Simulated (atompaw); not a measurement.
**arsenic: one change to a PAW (atompaw) potential, before and after**

arsenic, PAW, made with atompaw 4.2.0.5 (PBEsol, non-relativistic). Core [Ar] 3d10, reference 4s1.75 4p3.25. Waves: 4s (bound): rc 1.35 bohr; 4s channel at 1.45 Ry: rc 2.10 bohr; 4p (bound): rc 2.10 bohr; 4p channel at 0.05 Ry: rc 2.10 bohr. Local part: troulliermartins scheme with l = 2 at 1 Ry, radius 2.00 bohr. Core correction: smooth core density matched at 1.15 bohr. Augmentation charge: besselshape compensation charge, radius 1.75 bohr; PAW radius 2.10 bohr; waves and projectors: custom rrkj vanderbiltortho.

All-electron outer shells of the reference configuration (PBEsol, non-relativistic, ld1.x):

```tsv
shell	level (eV)	outermost node (bohr)	outermost maximum (bohr)
3d	-42.12	–	0.47
4s	-14.27	0.75	1.63
4p	-5.39	0.78	2.00
```

Change: wave 4s (bound): rc 1.35 bohr becomes 4s (bound): rc 1.42 bohr.

Cutoffs: the cutoffs (Ry, on a coarse ladder) from which the occupation-weighted sum of valence levels, in a spherical-Bessel basis at the reference potential, stays within 10 and 1 mRy of its value at 400 Ry; they do not see the model core or the augmentation charge, which bear on the density cutoff.

What does the change do?

The potential gets softer (18 Ry and 35 Ry → 18 Ry and 30 Ry); neither file shows a bound ghost.

```csv
quantity,base,changed
"cutoff, loose",18 Ry,18 Ry
"cutoff, tight",35 Ry,30 Ry
loose cutoff by channel (10 mRy a level),"s 18 Ry, p 8 Ry","s 15 Ry, p 8 Ry"
bound ghosts,none,none
s: phases at 2.10 bohr within 0.05 rad from the reference energy up to (Ry; the scan ends near 5),to the end of the scan,to the end of the scan
p: phases at 2.10 bohr within 0.05 rad from the reference energy up to (Ry; the scan ends near 5),to the end of the scan,to the end of the scan
lowest overlap eigenvalue by channel,"s 0.03, p 0.12","s 0.04, p 0.12"
```

 The cutoffs see the waves, projectors and local potential, not the compensation charge or the core.
